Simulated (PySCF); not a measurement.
C2H6Mg, triplet, at a GFN2-xTB geometry of the parent state (such geometries of metal compounds can be far from the true shape) (a higher spin typed on purpose: for a closed-shell molecule this is an excited state).

PySCF was given this input:
```python
from pyscf import gto, scf, dft

mol = gto.M(
    atom='''
Mg   -0.018199    0.669892    0.108341
C     1.435421   -0.143208   -1.211601
H     1.867308   -1.007684   -0.700534
H     2.253353    0.501908   -1.531633
H     0.928481   -0.511458   -2.106911
C    -1.415249   -0.594346    1.091739
H    -1.513737   -1.468458    0.442555
H    -2.412453   -0.188554    1.263506
H    -1.025595   -0.939138    2.052101
''',
    basis='def2-svp',
    charge=0,
    spin=2,
    verbose=4,
)

mf = dft.UKS(mol)
mf.xc = 'tpss'
mf.kernel()
```

### Question
What HOMO energy does TPSS/def2-SVP (PySCF) give?

### Answer
-2.76 eV

### Question
What is the computed Mulliken (on the basis functions themselves) charges in atom order (TPSS/def2-SVP)?

### Answer
Mg1 0.17, C2 -0.33, H3 0.08, H4 0.09, H5 0.08, C6 -0.33, H7 0.08, H8 0.09, H9 0.08

### Question
Give the nuclear repulsion energy at the level TPSS/def2-SVP.

### Answer
80.0438 Eh

These values belong to the state on which the SCF converged, which isn't shown to be the lowest.
